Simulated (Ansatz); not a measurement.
H4SSiTeZn (`[ZnH][S][SiH2][TeH]`), 8 atoms. Total charge 0; spin multiplicity 1. For Zn the d shell is correlated and the shells below it are frozen. Correlated methods include outer-core shells of Te, which these sets cover unevenly. Scalar relativity is left out up to krypton. Te: def2 effective core potential. All runs use 4 threads of an Intel Xeon Platinum 8488C on a shared host. Correlated methods freeze the cores.

Q: How many basis functions does each run have, and how long does it take in Ansatz? RKS BHLYP-D4/def2-TZVPP energy; direct RPA on PBE orbitals with 3s3p of Cu, Zn/def2-TZVPP energy; RKS PBE0-D4/def2-SVP energy; RKS PBE0-D4/def2-TZVP frequencies; RKS PBE0-D4/def2-QZVPP energy; RKS ωB97M-V/def2-SVP energy; RHF-CCSD(T) with 3s3p of Cu, Zn/def2-TZVPP energy; RKS ωB97X-V/def2-TZVPP energy; RKS PBE0-D4/def2-TZVP relaxation (16 steps); RKS SPW92 (LDA)/def2-TZVPP energy; RHF-MP2 with 3s3p of Cu, Zn/def2-QZVPP energy; RHF-CCSD(T) with 3s3p of Cu, Zn/def2-SVP energy. (Best estimate.)

A: The calculation gave: Other jobs shared the machine, so times are rough.

| level | job | functions | wall time | peak host memory (GiB) |
| --- | --- | --- | --- | --- |
| RKS SPW92 (LDA)/def2-TZVPP | energy | 254 | 1.3 s | 0.43 |
| RKS PBE0-D4/def2-SVP | energy | 113 | 1.4 s | 0.3 |
| RKS BHLYP-D4/def2-TZVPP | energy | 254 | 3.7 s | 1.1 |
| RKS ωB97M-V/def2-SVP | energy | 113 | 4.7 s | 0.46 |
| direct RPA on PBE orbitals with 3s3p of Cu, Zn/def2-TZVPP | energy | 254 | 4.8 s | 0.71 |
| RHF-CCSD(T) with 3s3p of Cu, Zn/def2-SVP | energy | 113 | 5.5 s | 0.54 |
| RKS ωB97X-V/def2-TZVPP | energy | 254 | 8 s | 1.2 |
| RKS PBE0-D4/def2-QZVPP | energy | 442 | 9 s | 2.2 |
| RHF-MP2 with 3s3p of Cu, Zn/def2-QZVPP | energy | 442 | 18 s | 2.6 |
| RKS PBE0-D4/def2-TZVP | relaxation (16 steps) | 196 | 58 s | 0.74 |
| RKS PBE0-D4/def2-TZVP | frequencies | 196 | 2.1 min | 0.74 |
| RHF-CCSD(T) with 3s3p of Cu, Zn/def2-TZVPP | energy | 254 | 2.4 min | 5.6 |
